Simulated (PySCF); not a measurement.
Isomers of C8H8O2S.

All values: PBE0/pcSseg-1 (PySCF) at GFN2-xTB geometries, gas phase, one conformer each.

(1) Rank by the highest Hirshfeld charge on any atom, lowest value first.
A. `[CH3:1][S:2][c:3]1[cH:4][c:5]2[o:6][c:7]([CH3:8])[cH:9][c:10]2[o:11]1` with C1–S2–C3–C4 180°
B. `[CH2:1]=[CH:2][S:3](=[O:4])(=[O:5])[c:6]1[cH:7][cH:8][cH:9][cH:10][cH:11]1` with C1–C2–S3–O4 4°, C2–S3–C6–C7 89°
C. `[O:1]=[S@@:2]1[CH:3]=[CH:4][C@@H:5]([c:6]2[cH:7][cH:8][cH:9][o:10]2)[CH2:11]1` with C4–C5–C6–C7 68°, O1–S2–C3–C4 -121°, C3–C4–C5–C6 -101°, C4–C5–C11–S2 -28°, O1–S2–C11–C5 132°

(2) Rank by the lowest Hirshfeld charge on any atom, highest value first.
A. `[O:1]=[S@@:2]1[CH:3]=[CH:4][C@@H:5]([c:6]2[cH:7][cH:8][cH:9][o:10]2)[CH2:11]1` with C4–C5–C6–C7 68°, O1–S2–C3–C4 -121°, C3–C4–C5–C6 -101°, C4–C5–C11–S2 -28°, O1–S2–C11–C5 132°
B. `[CH3:1][S:2][c:3]1[cH:4][c:5]2[o:6][c:7]([CH3:8])[cH:9][c:10]2[o:11]1` with C1–S2–C3–C4 180°
C. `[CH2:1]=[CH:2][S:3](=[O:4])(=[O:5])[c:6]1[cH:7][cH:8][cH:9][cH:10][cH:11]1` with C1–C2–S3–O4 4°, C2–S3–C6–C7 89°
D. `[O:1]=[S:2]1(=[O:3])[CH2:4][CH2:5][c:6]2[cH:7][cH:8][cH:9][cH:10][c:11]21` with O1–S2–C4–C5 144°, S2–C4–C5–C6 -32°, C4–C5–C6–C7 -159°, O1–S2–C11–C10 49°

(3) Rank by LUMO energy, lowest first.
A. `[CH2:1]=[CH:2][S:3](=[O:4])(=[O:5])[c:6]1[cH:7][cH:8][cH:9][cH:10][cH:11]1` with C1–C2–S3–O4 4°, C2–S3–C6–C7 89°
B. `[O:1]=[S@@:2]1[CH:3]=[CH:4][C@@H:5]([c:6]2[cH:7][cH:8][cH:9][o:10]2)[CH2:11]1` with C4–C5–C6–C7 68°, O1–S2–C3–C4 -121°, C3–C4–C5–C6 -101°, C4–C5–C11–S2 -28°, O1–S2–C11–C5 132°
C. `[CH3:1][S:2][c:3]1[cH:4][c:5]2[o:6][c:7]([CH3:8])[cH:9][c:10]2[o:11]1` with C1–S2–C3–C4 180°
D. `[O:1]=[S:2]1(=[O:3])[CH2:4][CH2:5][c:6]2[cH:7][cH:8][cH:9][cH:10][c:11]21` with O1–S2–C4–C5 144°, S2–C4–C5–C6 -32°, C4–C5–C6–C7 -159°, O1–S2–C11–C10 49°

Answers

(1) A (+0.064 e), C (+0.332 e), B (+0.510 e).

(2) B (-0.117 e), C (-0.314 e), D (-0.327 e), A (-0.374 e).

(3) A (-1.58 eV), D (-1.16 eV), B (-0.84 eV), C (-0.04 eV).

All values together:

```tsv
SMILES	μ (D)	HOMO (eV)	LUMO (eV)	lowest IAO charge (e)	highest IAO charge (e)	lowest Hirshfeld charge (e)	highest Hirshfeld charge (e)
CSc1cc2oc(C)cc2o1	1.73	-5.25	-0.04	-0.499 (C)	+0.178 (S/H)	-0.117 (C)	+0.064 (C)
O=S1(=O)CCc2ccccc21	5.40	-7.75	-1.16	-0.885 (O)	+1.988 (S)	-0.327 (O)	+0.510 (S)
O=[S@@]1C=C[C@@H](c2ccco2)C1	4.07	-6.61	-0.84	-0.897 (O)	+1.086 (S)	-0.374 (O)	+0.332 (S)
C=CS(=O)(=O)c1ccccc1	5.17	-8.01	-1.58	-0.891 (O)	+2.002 (S)	-0.314 (O)	+0.510 (S)
```

Conformers: `[CH3:1][S:2][c:3]1[cH:4][c:5]2[o:6][c:7]([CH3:8])[cH:9][c:10]2[o:11]1` with C1–S2–C3–C4 180°; `[O:1]=[S:2]1(=[O:3])[CH2:4][CH2:5][c:6]2[cH:7][cH:8][cH:9][cH:10][c:11]21` with O1–S2–C4–C5 144°, S2–C4–C5–C6 -32°, C4–C5–C6–C7 -159°, O1–S2–C11–C10 49°; `[O:1]=[S@@:2]1[CH:3]=[CH:4][C@@H:5]([c:6]2[cH:7][cH:8][cH:9][o:10]2)[CH2:11]1` with C4–C5–C6–C7 68°, O1–S2–C3–C4 -121°, C3–C4–C5–C6 -101°, C4–C5–C11–S2 -28°, O1–S2–C11–C5 132°; `[CH2:1]=[CH:2][S:3](=[O:4])(=[O:5])[c:6]1[cH:7][cH:8][cH:9][cH:10][cH:11]1` with C1–C2–S3–O4 4°, C2–S3–C6–C7 89°.
